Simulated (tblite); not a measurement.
Isomers of C5H8F2O2Si. Computed values, GFN2-xTB/tblite, gas phase, harmonic and unscaled. The method is semi-empirical: single wavenumbers can be off by several per cent or more. Modes of hydrogen on silicon can be 10 to 20 % off. One conformer each.

Electronic energies: GFN2-xTB at the same geometries; isomer energies are rough at this level and their order can be wrong.

```json
{"SMILES": "O=COC1(C(F)F)C[SiH2]C1", "electronic energy, lowest = 0 (kcal/mol)": "19.9"}
{"SMILES": "O=CO[C@@H]1[SiH2][C@H]1CC(F)F", "electronic energy, lowest = 0 (kcal/mol)": "35.3"}
{"SMILES": "O=C1CC[C@@H]1O[SiH2]C(F)F", "electronic energy, lowest = 0 (kcal/mol)": "0.0"}
{"SMILES": "O=C[C@H]1COC[SiH2]C1(F)F", "electronic energy, lowest = 0 (kcal/mol)": "29.6"}
```

**Question.** How do GFN2-xTB zero-point energies change the relative energies?

**Answer.** 
| SMILES | ZPE (kcal/mol) | of it from modes above 1550 cm⁻¹ | electronic (kcal/mol) | with ZPE, lowest = 0 (kcal/mol) | lowest mode (cm⁻¹) | rings |
| --- | --- | --- | --- | --- | --- | --- |
| O=C1CC[C@@H]1O[SiH2]C(F)F | 76.8 | 35.0 | 0.0 | 0.0 | 23 | 1 |
| O=COC1(C(F)F)C[SiH2]C1 | 76.8 | 34.7 | 19.9 | 19.9 | 59 | 1 |
| O=C[C@H]1COC[SiH2]C1(F)F | 77.1 | 34.2 | 29.6 | 29.9 | 85 | 1 |
| O=CO[C@@H]1[SiH2][C@H]1CC(F)F | 77.0 | 34.6 | 35.3 | 35.6 | 42 | 1 |

The zero-point energies span 0.3 kcal/mol, from `O=C1CC[C@@H]1O[SiH2]C(F)F` to `O=C[C@H]1COC[SiH2]C1(F)F`. The order is unchanged.

**Question.** What do entropy and thermal enthalpy add at 298.15 K and 1 bar (rigid rotor, harmonic oscillator, one conformer each)?

**Answer.** 
| SMILES | point group | symmetry number | S (cal/(mol K)) | H − H(0) (kcal/mol) | ZPE + H − H(0) − TS (kcal/mol) |
| --- | --- | --- | --- | --- | --- |
| O=COC1(C(F)F)C[SiH2]C1 | C1 | 1 | 101.6 | 7.33 | 53.8 |
| O=C[C@H]1COC[SiH2]C1(F)F | C1 | 1 | 98.3 | 7.12 | 54.9 |
| O=CO[C@@H]1[SiH2][C@H]1CC(F)F | C1 | 1 | 105.1 | 7.50 | 53.2 |

Not tabulated: `O=C1CC[C@@H]1O[SiH2]C(F)F` (lowest mode only 23 cm⁻¹).
